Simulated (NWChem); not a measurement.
Molecule: C$_{2}$H$_{7}$NSe; SMILES CN(C)[SeH]

```xyz
11

Se     0.0024     0.9698     0.0700
H      0.0034     1.4027    -1.3419
N      0.0014    -0.8518    -0.2965
C     -1.2096    -1.5393     0.0925
C      1.2109    -1.5409     0.0947
H     -1.1982    -2.5525    -0.3455
H     -1.3374    -1.6536     1.1902
H     -2.0889    -1.0114    -0.3014
H      1.3365    -1.6555     1.1926
H      1.1989    -2.5541    -0.3434
H      2.0916    -1.0142    -0.2977
```
Atoms are numbered in this order, from 1.

Program: NWChem. Pople sets run with spherical d functions. Geometry: optimised at PBE0/def2-SVP. GIAO values for the isolated, static molecule; σ is the absolute isotropic shielding, δ = σ(reference) − σ with the isolated reference molecule computed at the same levels (13C: tetramethylsilane, 1H: tetramethylsilane, 15N: ammonia). Spin-orbit effects, on the heavy nuclei and on their neighbours, are missing.

For level B3LYP/6-31G*:

```
Item                     Result
-----------------------  ------
σ Se1 (ppm)              1272.1
δ H2 (ppm)                 5.25
δ N3 (ppm)                 21.4
δ C4 (ppm)                 49.9
δ H6 (rotor mean) (ppm)    2.62
```

### Question
Estimate the same quantities for level PBE/pcSseg-1.

### Answer
| Quantity | Result |
|---|---|
| σ Se1 (ppm) | 1037.3 |
| δ H2 (ppm) | 5.86 |
| δ N3 (ppm) | 38.5 |
| δ C4 (ppm) | 54.9 |
| δ H6 (rotor mean) (ppm) | 2.74 |
